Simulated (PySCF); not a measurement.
Species: C4H5Cl3Si.
SMILES with atom numbers: `[CH2:1]=[C:2]1[SiH2:3][C@H:4]1[C:5]([Cl:6])([Cl:7])[Cl:8]`

Geometry (GFN2-xTB, Å), atoms numbered from 1 in this order:
```xyz
13
C4H5Cl3Si angstrom
C      1.792   -0.996   -0.289
C      0.994    0.017   -0.037
Si     0.396    1.766   -0.190
C     -0.347    0.196    0.638
C     -1.493   -0.551    0.075
Cl    -1.450   -2.295    0.534
Cl    -3.045    0.106    0.672
Cl    -1.512   -0.473   -1.695
H      1.564   -1.998    0.046
H      2.712   -0.872   -0.837
H      0.887    2.733    0.776
H     -0.170    2.247   -1.431
H     -0.331    0.122    1.722
```

Probes without a nucleus sit at each ring's centroid and 1 Å off its mean plane on both sides; NICS is minus the shielding there, NICSzz its component along the normal. Level: GIAO PBE0/pcSseg-1 (PySCF, non-relativistic, gas phase) on the GFN2-xTB geometry, one conformer.

Ring bond lengths (Å), with Mayer bond orders in brackets: C2–Si3 1.855 (0.92), Si3–C4 1.925 (0.84), C4–C2 1.513 (0.86).

Problem. Give the NICS values of each ring in ppm.

Solution. 
| ring | type | NICS(0) | NICS(1), two faces | NICS(1)zz, two faces | rms pucker (Å) | centre to ring atoms, mean (Å) |
| --- | --- | --- | --- | --- | --- | --- |
| C2–Si3–C4 | 3-membered ring with Si; formal bonds all single | -15.3 | -7.7 / -6.9 | -14.4 / -15.7 | 0.00 | 1.02 |

Problem. What do they say, and how far can they be read as aromaticity?

Solution. 
- C2–Si3–C4: mean NICS(1)zz -15.1 ppm, shielded. Si3, C4 have four or more neighbours, so the value isn't read as a sign of a π ring current. NICS(0) lies 8 ppm below the mean NICS(1).

Problem. What is the mean of the two in-plane components of NICS at the second NICS(1) probe listed for ring C2–Si3–C4, 1 Å off the ring?

Solution. The isotropic value is a third of the trace: (3 × -6.9 − (-15.7))/2 = -2.5 ppm.

Problem. List the ring angles and the Hirshfeld charges of the ring atoms.

Solution. 
- C2–Si3–C4: C2 68.9° (-0.106 e), Si3 47.1° (+0.316 e), C4 64.0° (-0.150 e); sum 180.0° against 180° for a flat convex ring.

Problem. How shielded are the nuclei of the rings and their hydrogens (means over atoms taken as equivalent)?

Solution. 
```
atoms                      environment  σ isotropic (ppm)  principal values of the symmetric part, first atom (ppm)
   C2  fully substituted alkene carbon               40.9                                        -47.4, -6.0, 176.2
  Si3                     SiH2 silicon              479.5                                       373.3, 422.5, 642.7
   C4      sp3 carbon bound to silicon              145.0                                       109.4, 123.5, 202.1
  H11                    Si–H hydrogen              28.24                                          23.7, 25.1, 35.9
  H12                    Si–H hydrogen              28.03                                          22.9, 27.9, 33.3
  H13                 methine hydrogen              28.99                                          24.4, 27.7, 34.9
```
